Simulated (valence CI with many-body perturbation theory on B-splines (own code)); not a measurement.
Pr XLV: electric-dipole lines

Method: relativistic CI+MBPT: five valence electrons over a frozen Dirac-Fock core [Ne], a basis of 11 s, 11 p, 10 d, 8 f, 5 g, 2 h functions for each j, with the one-electron correlation potential Σ1, the two-electron term Σ2, the three-electron term Σ3, Breit, model QED; selected CI, second order for the rest, scaled by the run's own slope (own B-spline code, finite nucleus).

The last digits are not significant, and no measured levels were compared; by estimate large intervals hold to a few tenths of a per cent, small ones and those within an open d or f shell to about a per cent. Among the levels kept, up to 3100 cm⁻¹ of a level comes from second order outside the variational space, and about a tenth of that is noise between levels of different J, which matters for small intervals.

Lines 101 to 150 of 566 in falling wavelength, among levels below 684.81 eV, chosen from the strongest by gf and those to the six lowest levels. Wavelengths and rates use the calculated energies. Electric multipoles are in the length gauge, E1 and E2 with the static RPA response of the core. Weak lines are less certain than strong ones. Lines between different terms over intervals too small for the method are left out, as are lines whose strength nearly cancels. The highest levels of a list are the least certain.

Levels are named by their leading jj configuration (3d3/2^4 stands for four electrons in 3d with j = 3/2), which in mixed levels can hold well under half, so a name can repeat and another be missing. Letters in brackets count levels of one name in rising energy.

| λ vac (nm) | Upper | Lower | A (s⁻¹) | S (a.u.) with core polarisation | S without |
| --- | --- | --- | --- | --- | --- |
| 6.208 | (3s 3p1/2^2 3d3/2 3d5/2) J=7/2 [b] | (3s 3p1/2^2 3p3/2 3d3/2) J=5/2 [b] | 4.37e+10 | 4.13e-02 | 4.19e-02 |
| 6.196 | (3s^2 3p3/2 3d3/2 3d5/2) J=5/2 [a] | (3s^2 3p3/2^2 3d3/2) J=3/2 [a] | 1.60e+10 | 1.12e-02 | 1.14e-02 |
| 6.185 | (3s^2 3p1/2 3p3/2 3d3/2) J=5/2 [b] | (3s^2 3p1/2 3p3/2^2) J=3/2 | 9.43e+09 | 6.61e-03 | 6.72e-03 |
| 6.169 | (3s 3p1/2^2 3d5/2^2) J=7/2 | (3s 3p1/2^2 3p3/2 3d5/2) J=7/2 [b] | 1.45e+10 | 1.34e-02 | 1.36e-02 |
| 6.157 | (3s 3p1/2^2 3p3/2 3d3/2) J=7/2 | (3s^2 3p1/2^2 3d5/2) J=5/2 | 3.64e+09 | 3.36e-03 | 3.41e-03 |
| 6.153 | (3s^2 3p1/2 3d3/2 3d5/2) J=7/2 [b] | (3s^2 3p1/2 3p3/2 3d3/2) J=5/2 [b] | 1.08e+10 | 9.93e-03 | 1.01e-02 |
| 6.147 | (3s 3p1/2^2 3d5/2^2) J=3/2 | (3s 3p1/2^2 3p3/2 3d5/2) J=1/2 | 3.92e+10 | 1.80e-02 | 1.82e-02 |
| 6.140 | (3s^2 3p1/2 3p3/2 3d5/2) J=3/2 [a] | (3s^2 3p1/2 3p3/2^2) J=3/2 | 1.85e+10 | 8.45e-03 | 8.58e-03 |
| 6.131 | (3s^2 3p3/2 3d5/2^2) J=7/2 [b] | (3s^2 3p3/2^2 3d5/2) J=5/2 [b] | 7.89e+10 | 7.17e-02 | 7.29e-02 |
| 6.130 | (3s^2 3p1/2 3d3/2 3d5/2) J=5/2 [b] | (3s^2 3p1/2 3p3/2 3d3/2) J=3/2 [b] | 2.76e+10 | 1.88e-02 | 1.91e-02 |
| 6.097 | (3s 3p1/2^2 3d5/2^2) J=9/2 | (3s 3p1/2^2 3p3/2 3d5/2) J=7/2 [a] | 7.60e+10 | 8.50e-02 | 8.64e-02 |
| 6.066 | (3s 3p1/2^2 3p3/2 3d5/2) J=5/2 [a] | (3s 3p1/2^2 3p3/2^2) J=5/2 | 3.29e+10 | 2.17e-02 | 2.21e-02 |
| 6.053 | (3s^2 3p1/2^2 3d5/2) J=5/2 | (3s^2 3p1/2^2 3p3/2) J=3/2 | 4.36e+10 | 2.86e-02 | 2.91e-02 |
| 6.015 | (3s^2 3p3/2 3d5/2^2) J=5/2 [a] | (3s^2 3p3/2^2 3d5/2) J=7/2 | 1.68e+10 | 1.09e-02 | 1.10e-02 |
| 6.002 | (3s^2 3p1/2 3p3/2 3d3/2) J=3/2 [b] | (3s^2 3p1/2 3p3/2^2) J=3/2 | 4.84e+08 | 2.06e-04 | 2.11e-04 |
| 5.993 | (3s^2 3p1/2 3p3/2 3d3/2) J=1/2 [b] | (3s^2 3p1/2 3p3/2^2) J=3/2 | 1.52e+09 | 3.23e-04 | 3.28e-04 |
| 5.991 | (3s^2 3p1/2 3p3/2 3d5/2) J=5/2 [a] | (3s^2 3p1/2 3p3/2^2) J=3/2 | 3.66e+09 | 2.33e-03 | 2.37e-03 |
| 5.981 | (3s^2 3p1/2 3d3/2 3d5/2) J=5/2 [a] | (3s^2 3p1/2 3p3/2 3d3/2) J=3/2 [a] | 2.24e+10 | 1.42e-02 | 1.44e-02 |
| 5.973 | (3s 3p1/2^2 3d3/2 3d5/2) J=5/2 [b] | (3s 3p1/2^2 3p3/2 3d3/2) J=3/2 [b] | 3.40e+10 | 2.14e-02 | 2.18e-02 |
| 5.968 | (3s^2 3p1/2 3d3/2 3d5/2) J=7/2 [a] | (3s^2 3p1/2 3p3/2 3d3/2) J=5/2 [a] | 4.39e+10 | 3.69e-02 | 3.74e-02 |
| 5.937 | (3s^2 3p1/2 3d3/2 3d5/2) J=5/2 [a] | (3s^2 3p1/2 3p3/2 3d3/2) J=5/2 [a] | 1.72e+10 | 1.06e-02 | 1.08e-02 |
| 5.936 | (3s 3p1/2^2 3d5/2^2) J=1/2 | (3s 3p1/2^2 3p3/2 3d5/2) J=3/2 [b] | 4.68e+10 | 9.67e-03 | 9.82e-03 |
| 5.932 | (3s^2 3p3/2 3d5/2^2) J=5/2 [b] | (3s^2 3p3/2^2 3d5/2) J=3/2 | 5.78e+10 | 3.57e-02 | 3.63e-02 |
| 5.929 | (3s 3p1/2 3p3/2^2 3d5/2) J=5/2 [b] | (3s 3p1/2 3p3/2^3) J=3/2 [a] | 2.02e+10 | 1.25e-02 | 1.27e-02 |
| 5.928 | (3s^2 3p1/2 3d3/2 3d5/2) J=9/2 | (3s^2 3p1/2 3p3/2 3d3/2) J=7/2 | 5.84e+10 | 6.00e-02 | 6.10e-02 |
| 5.927 | (3s 3p1/2^2 3d3/2 3d5/2) J=3/2 [b] | (3s 3p1/2^2 3p3/2 3d3/2) J=3/2 [b] | 2.46e+10 | 1.01e-02 | 1.03e-02 |
| 5.920 | (3s 3p1/2^2 3p3/2 3d5/2) J=1/2 | (3s 3p1/2^2 3p3/2^2) J=1/2 | 1.08e+11 | 2.22e-02 | 2.25e-02 |
| 5.916 | (3p1/2^2 3p3/2^2 3d3/2) J=7/2 | (3s 3p1/2^2 3p3/2 3d5/2) J=5/2 [b] | 2.72e+10 | 2.22e-02 | 2.26e-02 |
| 5.904 | (3s^2 3p3/2 3d3/2 3d5/2) J=7/2 [c] | (3s^2 3p3/2^2 3d5/2) J=9/2 | 1.37e+10 | 1.11e-02 | 1.13e-02 |
| 5.899 | (3s 3p1/2^2 3d3/2 3d5/2) J=7/2 [a] | (3s 3p1/2^2 3p3/2 3d3/2) J=5/2 [a] | 5.95e+10 | 4.82e-02 | 4.89e-02 |
| 5.879 | (3s^2 3p1/2 3p3/2 3d5/2) J=3/2 [b] | (3s^2 3p1/2 3p3/2^2) J=1/2 | 7.45e+10 | 2.99e-02 | 3.03e-02 |
| 5.874 | (3s 3p1/2^2 3d5/2^2) J=5/2 | (3s 3p1/2^2 3p3/2 3d5/2) J=7/2 [a] | 2.30e+10 | 1.38e-02 | 1.40e-02 |
| 5.869 | (3s 3p1/2 3p3/2^2 3d5/2) J=1/2 [c] | (3s 3p1/2 3p3/2^3) J=3/2 [b] | 5.93e+10 | 1.18e-02 | 1.20e-02 |
| 5.853 | (3s 3p1/2 3p3/2^2 3d5/2) J=5/2 [c] | (3s 3p1/2 3p3/2^3) J=5/2 | 2.66e+10 | 1.58e-02 | 1.60e-02 |
| 5.851 | (3s^2 3p3/2 3d5/2^2) J=11/2 | (3s^2 3p3/2^2 3d5/2) J=9/2 | 1.10e+11 | 1.31e-01 | 1.33e-01 |
| 5.849 | (3s^2 3p3/2 3d3/2 3d5/2) J=3/2 [b] | (3s^2 3p3/2^2 3d3/2) J=3/2 [b] | 9.60e+10 | 3.79e-02 | 3.85e-02 |
| 5.845 | (3s 3p1/2 3p3/2^2 3d5/2) J=1/2 [c] | (3s 3p1/2 3p3/2^3) J=1/2 | 8.16e+10 | 1.61e-02 | 1.63e-02 |
| 5.829 | (3s 3p1/2^2 3d5/2^2) J=5/2 | (3s 3p1/2^2 3p3/2 3d5/2) J=3/2 [a] | 2.06e+10 | 1.21e-02 | 1.23e-02 |
| 5.827 | (3s^2 3p1/2 3p3/2 3d5/2) J=1/2 | (3s^2 3p1/2 3p3/2^2) J=1/2 | 1.09e+11 | 2.12e-02 | 2.16e-02 |
| 5.821 | (3s 3p1/2^2 3p3/2 3d5/2) J=7/2 [a] | (3s 3p1/2^2 3p3/2^2) J=5/2 | 9.16e+10 | 7.13e-02 | 7.24e-02 |
| 5.812 | (3s^2 3p1/2 3d5/2^2) J=7/2 | (3s^2 3p1/2 3p3/2 3d5/2) J=5/2 [b] | 1.36e+11 | 1.05e-01 | 1.07e-01 |
| 5.810 | (3s 3p1/2 3p3/2^2 3d5/2) J=3/2 [d] | (3s 3p1/2 3p3/2^3) J=3/2 [b] | 1.18e+11 | 4.57e-02 | 4.64e-02 |
| 5.809 | (3s 3p1/2^2 3p3/2 3d5/2) J=5/2 [b] | (3s 3p1/2^2 3p3/2^2) J=3/2 | 1.64e+11 | 9.50e-02 | 9.66e-02 |
| 5.806 | (3s^2 3p3/2 3d5/2^2) J=1/2 | (3s^2 3p3/2^2 3d3/2) J=3/2 [b] | 6.82e+10 | 1.32e-02 | 1.34e-02 |
| 5.793 | (3s 3p1/2^2 3d3/2 3d5/2) J=5/2 [a] | (3s 3p1/2^2 3p3/2 3d3/2) J=3/2 [a] | 6.34e+10 | 3.65e-02 | 3.71e-02 |
| 5.779 | (3s^2 3p3/2 3d5/2^2) J=7/2 [a] | (3s^2 3p3/2^2 3d5/2) J=9/2 | 2.00e+10 | 1.52e-02 | 1.55e-02 |
| 5.766 | (3s 3p1/2^2 3p3/2 3d3/2) J=3/2 [b] | (3s^2 3p1/2^2 3d5/2) J=5/2 | 4.76e+09 | 1.80e-03 | 1.83e-03 |
| 5.763 | (3s^2 3p1/2 3d3/2 3d5/2) J=7/2 [c] | (3s^2 3p1/2 3p3/2 3d3/2) J=5/2 [b] | 4.03e+10 | 3.04e-02 | 3.09e-02 |
| 5.756 | (3s 3p1/2^2 3p3/2 3d5/2) J=3/2 [b] | (3s 3p1/2^2 3p3/2^2) J=1/2 | 7.31e+10 | 2.75e-02 | 2.79e-02 |
| 5.734 | (3s^2 3p3/2 3d5/2^2) J=9/2 | (3s^2 3p3/2^2 3d5/2) J=9/2 | 5.17e+10 | 4.81e-02 | 4.89e-02 |
